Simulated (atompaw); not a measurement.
**u(r) = r·R(r): atom against pseudo-atom (lanthanum (La))**

Columns: radius, all-electron u(r) and pseudo u(r) of the 4f shell (level -3.50 eV) of lanthanum in the configuration [Kr] 4d10 4f0 5s2 5p6 5d1.5 6s1.5 6p0; PBE, scalar-relativistic, PAW (atompaw) scheme, atompaw 4.2.0.5.

| r (bohr) | all-electron | pseudo |
| --- | --- | --- |
| 0.104 | 0.0401 | 0.0005 |
| 0.208 | 0.2242 | 0.0071 |
| 0.312 | 0.4654 | 0.0328 |
| 0.415 | 0.6703 | 0.0906 |
| 0.519 | 0.8125 | 0.1884 |
| 0.623 | 0.8894 | 0.3200 |
| 0.727 | 0.9150 | 0.4670 |
| 0.831 | 0.9056 | 0.6036 |
| 0.935 | 0.8747 | 0.7054 |
| 1.038 | 0.8321 | 0.7578 |
| 1.142 | 0.7834 | 0.7620 |
| 1.246 | 0.7327 | 0.7305 |
| 1.350 | 0.6823 | 0.6827 |
| 1.454 | 0.6333 | 0.6333 |
| 1.558 | 0.5862 | 0.5862 |
| 1.662 | 0.5415 | 0.5415 |
| 1.765 | 0.4999 | 0.4999 |
| 1.869 | 0.4607 | 0.4607 |
| 1.973 | 0.4243 | 0.4243 |
| 2.077 | 0.3906 | 0.3906 |
| 2.181 | 0.3595 | 0.3595 |
| 2.285 | 0.3310 | 0.3310 |
| 2.388 | 0.3051 | 0.3051 |
| 2.492 | 0.2812 | 0.2812 |
| 2.596 | 0.2594 | 0.2594 |
| 2.700 | 0.2394 | 0.2394 |

Task: How many radial nodes do the two functions have?

Result: The all-electron 4f function has n − l − 1 = 0; the pseudo-wave has 0.

Task: At about which radius was the pseudo-wave matched?

Result: 1.45 bohr, where the columns begin to agree (steps of 0.10 bohr).

Task: Where does each function peak?

Result: Outermost all-electron maximum near 0.73 bohr, pseudo maximum near 1.14 bohr (to the table’s step).

Task: Is the pseudo-wave norm-conserving?

Result: No, it belongs to a PAW set: the norm inside the radius is not constrained, and the difference is carried by the augmentation charge.
